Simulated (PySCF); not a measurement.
These are PySCF with ωB97X-D3(BJ)/def2-TZVP // PBE0-D3(BJ)/def2-TZVP values and carry that method's errors. Isolated molecules, 0 K electronic values unless said otherwise. 

Reference species (SMILES): `O=[SiH]C#C` (neutral, multiplicity 1).

The HOMO comes out as -10.84 eV and the dipole moment is 4.67 D.

Changed species: `O=[si]1cc1`.

### Question
Predict the effect on the HOMO and dipole moment.

### Answer
the HOMO goes up by 0.47 eV, to -10.37 eV; the dipole moment increases by 0.14 D, to 4.81 D.
